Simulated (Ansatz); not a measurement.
One change: `O[Si](O)(O)[SeH]` becomes `CCO[Si](O)(O)O`.

Ansatz, PBE0-D4/def2-TZVP geometries, multiplicity 1. Each molecule was computed in one conformer, which needn't be the lowest.

Scalar relativity is left out up to krypton.

```tsv
property	`O[Si](O)(O)[SeH]`
HOMO–LUMO gap (PBE/def2-TZVPP) / eV	5.20
HOMO–LUMO gap (ωB97M-V/def2-TZVPP) / eV	11.01
LUMO energy (PBE0/def2-TZVPP) / eV	0.18
HOMO–LUMO gap (B3LYP/def2-TZVPP) / eV	6.67
LUMO energy (PBE/def2-TZVPP) / eV	-0.70
size of the dipole moment (B3LYP/def2-TZVPP) / D	1.85
```

(1) What does the change do to each property? (Estimate.)

## Answers

(1) The calculation gave: 
```json
{"property": "HOMO–LUMO gap (PBE/def2-TZVPP) / eV", "`CCO[Si](O)(O)O`": "6.38", "shift": "1.18"}
{"property": "HOMO–LUMO gap (ωB97M-V/def2-TZVPP) / eV", "`CCO[Si](O)(O)O`": "12.77", "shift": "1.76"}
{"property": "LUMO energy (PBE0/def2-TZVPP) / eV", "`CCO[Si](O)(O)O`": "0.60", "shift": "0.42"}
{"property": "HOMO–LUMO gap (B3LYP/def2-TZVPP) / eV", "`CCO[Si](O)(O)O`": "8.26", "shift": "1.59"}
{"property": "LUMO energy (PBE/def2-TZVPP) / eV", "`CCO[Si](O)(O)O`": "-0.30", "shift": "0.40"}
{"property": "size of the dipole moment (B3LYP/def2-TZVPP) / D", "`CCO[Si](O)(O)O`": "0.36", "shift": "-1.49"}
```

With PBE0 the HOMO falls by 1.19 eV and the LUMO rises by 0.42 eV, so the gap widens by about 1.61 eV. PBE moves the HOMO by -0.78 eV and ωB97M-V by -1.44 eV. Dipoles are sizes alone; their direction can turn.

B3LYP here is the variant with VWN-RPA as its local correlation; programs differ in this.

Spin–orbit coupling is left out; it splits and shifts lone-pair levels of the heavy atoms by tenths of an eV.
